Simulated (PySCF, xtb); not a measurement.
B(CCH)(F)(Me) (C₃H₄BF), SMILES C#CB(C)F.

xtb 6.7.1 with GFN2-xTB at its own geometry gives an orbital gap of 4.29 eV and a dipole moment of 1.56 D.

Geometry optimised at PBE-D3(BJ)/def2-SVP.

Q: What does PBE/def2-TZVP (PySCF) give? (An estimate is asked for; the answer gives what the named calculation found.)

A: gap 4.63 eV (levels -7.09 and -2.46 eV), dipole 1.58 D.
